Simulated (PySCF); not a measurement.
## Telling isomers of C$_{7}$H$_{9}$FO apart by NMR

Non-relativistic, a single conformation, isolated molecule, averaged over atoms made equivalent by symmetry, fast rotation or ring inversion. σ from GIAO-PBE0/pcSseg-1; GFN2-xTB structure; PySCF 2.14.0 with density-fitted response routines.

Chemical shifts δ = σref − σ; TMS for ¹H (31.72 ppm), ¹³C (186.93 ppm), all at this level. Splittings of carbon signals by F and P are missing where no couplings were computed. Where no couplings were computed, multiplicities follow the n + 1 count of equivalent neighbours, and m marks all less simple cases (inequivalent or close neighbours, rings, F or P nearby). Shifts are as computed. Against solution values, carbons near 30 ppm lie about +3 ppm off and those near 130 ppm about +5 ppm. Of 1211 compounds with measured shifts, 218 miss one by over three times the rms of a fit or turn the order of signals round; such compounds aren't used in these exercises. OH and NH positions are gas-phase values without hydrogen bonding to other molecules.

(1) Tabulate the signals of `C#C/C(CO)=C(\C)CF`, `C=C/C(=C\CC)C(=O)F` and their relative energies.

(2) What is the quickest way to tell C#C/C(CO)=C(\C)CF from C=C/C(=C\CC)C(=O)F?

Results:

(1) 
| SMILES | carbon types | δC | δH | E rel. (kcal/mol) |
| --- | --- | --- | --- | --- |
| C#C/C(CO)=C(\C)CF | 3×C 1×CH 2×CH2 1×CH3 | 152.6, 135.4, 94.9, 89.0, 86.4, 68.6, 25.7 | 5.31 (m, 2H), 4.56 (s, 2H), 3.21 (s, 1H), 2.28 (s, 3H), 1.21 (br s, 1H) | 51.2 |
| C=C/C(=C\CC)C(=O)F | 2×C 2×CH 2×CH2 1×CH3 | 166.0, 162.7, 132.2, 130.2, 127.1, 27.3, 15.2 | 7.56 (m, 1H), 7.28 (m, 1H), 6.80 (m, 1H), 5.88 (m, 1H), 2.53 (m, 2H), 1.16 (t, 3H) | 0.0 |

Energies are electronic energies at PBE0/pcSseg-1 on these geometries, without zero-point or thermal terms, each for the one conformer computed, which needn't be the lowest.

(2) Both give the same number of carbon signals, but DEPT or the intensities differ. The first has an allylic sp3 CH2 bonded to F at 86.4 ppm, the second a β carbon of a C=C–C=O unit (CH) at 166.0 ppm. Their most deshielded carbons lie at 152.6 and 166.0 ppm. In the proton spectra the most deshielded non-exchanging signals are 5.31 (m, 2H) and 7.56 (m, 1H).
